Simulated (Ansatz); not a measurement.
C3H9ClGe (SMILES [CH3][Ge]([CH3])([CH3])[Cl]), singlet, at a GFN2-xTB geometry; SVWN5/6-31G run with Ansatz (a quantum-chemistry and plane-wave program).

Input for Ansatz:
Ansatz 0.2 input:
```yaml
crystal:
  periodic: [false, false, false]
  atoms:
    - {symbol: C, position_ang: [-0.77230139, 1.57821827, -1.11854410]}
    - {symbol: Ge, position_ang: [-0.04763205, -0.06225771, -0.24982595]}
    - {symbol: C, position_ang: [1.69340635, -0.62408479, -1.03983478]}
    - {symbol: C, position_ang: [-1.37542605, -1.54795613, -0.22449554]}
    - {symbol: Cl, position_ang: [0.34045905, 0.44499871, 1.78567799]}
    - {symbol: H, position_ang: [-0.99361914, 1.39040869, -2.16436519]}
    - {symbol: H, position_ang: [-1.68546124, 1.89671087, -0.62413822]}
    - {symbol: H, position_ang: [-0.05160324, 2.38858347, -1.05822792]}
    - {symbol: H, position_ang: [2.09430243, -1.47927120, -0.50348214]}
    - {symbol: H, position_ang: [1.56877166, -0.89824906, -2.08256959]}
    - {symbol: H, position_ang: [2.41540828, 0.18511590, -0.97947698]}
    - {symbol: H, position_ang: [-1.62039297, -1.85834639, -1.23526003]}
    - {symbol: H, position_ang: [-2.28890481, -1.23111656, 0.27038308]}
    - {symbol: H, position_ang: [-0.97615267, -2.40363106, 0.31228822]}
basis:
  gaussian:
    orbitals: 6-31G
hamiltonian:
  xc: {name: SVWN5}
scf: {lower_state_search: off}
```

What the program printed (banner, timings and long lists left out):

```
Functional definition: SVWN5
these checks for a lower state are left out or cut short: stability, starts, cluster_reference, orbital_swaps, neighbouring_geometries, increment
1062 factors; integrals over basis functions are off by at most 2.1e-4 eV
mean field evaluation 1: about -72115.5520 eV, gradient 8.5e1 eV
mean field evaluation 2: about -72095.5016 eV, gradient 1.2e2 eV
mean field evaluation 4: about -72132.1044 eV, gradient 5.4e0 eV
mean field evaluation 8: about -72132.1679 eV, gradient 4.3e-2 eV
mean field evaluation 16: about -72132.1679 eV, gradient 2.6e-6 eV
mean field -72132.16788065 eV, -2650.8082766744 hartree, gradient 7.6e-7 eV, S^2 0.000000; 0 other end points of the search recorded, 0 dependent functions left out
reference -72132.16791278 eV, -2650.8082778552 hartree; 38, 38 occupied and 49, 49 virtual orbitals, 1062 factors
Total energy: -72132.16791278 eV, -2650.8082778552 hartree
Checks for a lower state left out: stability, starts, cluster_reference, orbital_swaps, neighbouring_geometries, increment
```
